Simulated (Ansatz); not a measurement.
Consider the substitution at a C–C bond: `CCOCF` + `O[SiH](F)S` → `CS[SiH](O)F` + `COCF`.

Program: Ansatz. Geometries: PBE0-D4/def2-TZVP. ΔE: electronic, gas phase. CCSD(T)/CBS adds triple-zeta CCSD(T) − MP2 to the extrapolated MP2 energy (def2 sets, frozen cores). DFT in def2-TZVPP. Each species was taken in one conformer, which may not be the lowest.

| level | ΔE (kJ/mol) |
| --- | --- |
| ωB97M-V | 25.9 |
| r2SCAN | 25.2 |
| SCS-MP2/def2-QZVPP | 24.8 |
| HF/CBS(def2) | 28.7 |

Question: What does CCSD(T)/CBS give? (Estimate.)

Answer: The calculation gave: +25.8 kJ/mol. The listed levels differ from it by 0.1, -0.6, -1.0, 2.9 kJ/mol.

Largest T1 diagnostic among the species: 0.012.

The D4 term adds −3.0 kJ/mol with B3LYP and −1.5 kJ/mol with PBE0; it sums over pairs of atoms, weighted by their polarisabilities, and B3LYP, whose exchange is more repulsive, gets the larger term.

B3LYP here is the variant with VWN-RPA as its local correlation; programs differ in this.
